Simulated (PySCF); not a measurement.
Calculated NMR data

- geometry: GFN2-xTB
- GIAO PBE0/pcSseg-1 shieldings
- code: PySCF
- rapidly exchanging positions averaged, one conformer, non-relativistic, in vacuum

δ = σ(ref) − σ, references computed at the same level: 1H (31.72 ppm) and 13C (186.93 ppm) against TMS. Splittings of carbon signals by F and P are missing where no couplings were computed. Where no couplings were computed, multiplicities follow the n + 1 count of equivalent neighbours, and m marks all less simple cases (inequivalent or close neighbours, rings, F or P nearby). Shifts are as computed. Against solution values, carbons near 30 ppm lie about +3 ppm off and those near 130 ppm about +5 ppm. Of 1211 compounds with measured shifts, 218 miss one by over three times the rms of a fit or turn the order of signals round; such compounds aren't used in these exercises. OH and NH positions are gas-phase values without hydrogen bonding to other molecules.

**1.** SMILES C=C(C)C[SiH2]O/C=C/F, C6H11FOSi. 1H NMR (500 MHz, computed): δ 7.16 (m, 1H), 7.08 (m, 1H), 5.07 (m, 1H), 5.01 (m, 1H), 4.96 (t, 2H), 2.24 (t, 2H), 1.81 (s, 3H). 13C{1H} NMR (computed): δ 147.9, 147.5, 142.0, 116.9, 30.1, 28.0.

**2.** `O[Si@H](C1CCC1)N([SiH3])[SiH3]`, C4H15NOSi3. 1H NMR (500 MHz, computed): δ 5.23 (d, 1H), 4.78 (s, 6H), 2.44 (m, 1H), 2.37 (m, 1H), 2.06 (m, 1H), 1.96 (m, 1H), 1.88 (m, 1H), 1.71 (m, 1H), 1.70 (m, 1H), 1.38 (br s, 1H). 13C{1H} NMR (computed): δ 22.6, 22.6, 22.2, 21.4.
